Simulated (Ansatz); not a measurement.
One change: `OC(S)O[SiH3]` becomes `OCO[SiH3]`.

Ansatz, PBE0-D4/def2-TZVP geometries, multiplicity 1. Each molecule was computed in one conformer, which needn't be the lowest.

```csv
property,`OC(S)O[SiH3]`
size of the dipole moment (B3LYP/def2-TZVPP) / D,1.24
LUMO energy (PBE/def2-TZVPP) / eV,-0.84
LUMO energy (PBE0/def2-TZVPP) / eV,0.08
HOMO–LUMO gap (PBE/def2-TZVPP) / eV,5.34
size of the dipole moment (ωB97M-V/def2-TZVPP) / D,1.22
LUMO energy (ωB97M-V/def2-TZVPP) / eV,1.79
```

Question: Give the same properties after the change, and the shifts. (Estimate.)

Answer: The calculation gave: 
| property | `OCO[SiH3]` | shift |
| --- | --- | --- |
| size of the dipole moment (B3LYP/def2-TZVPP) / D | 1.42 | 0.18 |
| LUMO energy (PBE/def2-TZVPP) / eV | -0.62 | 0.22 |
| LUMO energy (PBE0/def2-TZVPP) / eV | 0.24 | 0.16 |
| HOMO–LUMO gap (PBE/def2-TZVPP) / eV | 6.01 | 0.67 |
| size of the dipole moment (ωB97M-V/def2-TZVPP) / D | 1.42 | 0.20 |
| LUMO energy (ωB97M-V/def2-TZVPP) / eV | 1.87 | 0.08 |

With PBE0 the HOMO falls by 0.72 eV and the LUMO rises by 0.16 eV, so the gap widens by about 0.88 eV. PBE moves the HOMO by -0.44 eV and ωB97M-V by -0.87 eV. Dipoles are sizes alone; their direction can turn.

B3LYP here is the variant with VWN-RPA as its local correlation; programs differ in this.
